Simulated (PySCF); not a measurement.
# Exercise with solution: oscillator strength and radiative lifetime

1-chloro-1-fluorocyclobutane (C4H6ClF), SMILES C1C(Cl)(CC1)F.

Geometry: PBE0-D3(BJ)/def2-SVP.

TDDFT-PBE0/def2-SVPD run with PySCF 2.14.0 puts the first singlet state with f over 0.02 at 8.21 eV (vertical), with the transition dipole (0.000, 0.000, -0.552) in atomic units.

### Question
Find the oscillator strength, the wavelength and the radiative lifetime that this transition would have in vacuum if emission retraced absorption.

### Answer

|μ|² = 0.3047 au, so |μ| = 1.40 D. ΔE = 8.21/27.211 = 0.3017 hartree. f = (2/3) ΔE |μ|² = 0.061 (the program prints 0.061).
λ = 1239.84/8.21 = 151 nm; ν = 66218 cm⁻¹.
Einstein's coefficient A = 0.6670 ν² f s⁻¹ (ν in cm⁻¹) = 1.8e8 s⁻¹, so τ = 1/A = 5.6 ns. This state is S3; the lower singlets have f = 0.000, 0.007. The figure is the radiative limit of this one transition; relaxation, internal conversion, crossing to triplets and a medium change what is measured.
